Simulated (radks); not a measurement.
Results of a calculation; reference values are marked as such.
Q: Species: Rh. Configuration: [Kr] 4d8 6p1 (not the ground configuration). Code: a radial shooting solver on a logarithmic mesh with Libxc functionals. Model: Dirac Kohn-Sham, PBE, spin-unpolarised, spherical densities, finite nucleus; open shells fill j = l - 1/2 first; Fermi nuclear charge, rms radius 4.4945 fm. Some entries of the table are withheld. Estimate them.

orbital,occ.,eigenvalue (hartree),<r^2> (bohr^2),<r> (bohr)
1s1/2,2,-846.3440,0.001438,0.03263
2s1/2,2,-122.8177,0.02368,(1)
2p1/2,2,-113.7270,0.01777,0.1203
2p3/2,4,-108.4124,0.01911,0.1252
3s1/2,2,-22.09126,0.1746,0.3904
3p1/2,2,-18.53292,0.1708,0.3831
3p3/2,4,-17.61868,0.1802,0.3938
3d3/2,4,-11.31922,0.1623,(2)
3d5/2,6,-11.13893,0.1652,(3)
4s1/2,2,(4),1.092,0.9812
4p1/2,2,-2.12964,1.294,1.062
4p3/2,4,-1.98687,1.371,1.093
4d3/2,4,-0.40454,(5),1.536
4d5/2,4,-0.38983,(6),1.559
6p1/2,1,-0.03700,143.8,11.39
6p3/2,0,-0.03602,147.1,11.51

A: 
(1) 2s1/2 <r> (bohr): 0.1416
(2) 3d3/2 <r> (bohr): 0.3684
(3) 3d5/2 <r> (bohr): 0.3718
(4) 4s1/2 eigenvalue (hartree): -3.20789
(5) 4d3/2 <r^2> (bohr^2): 2.896
(6) 4d5/2 <r^2> (bohr^2): 2.985
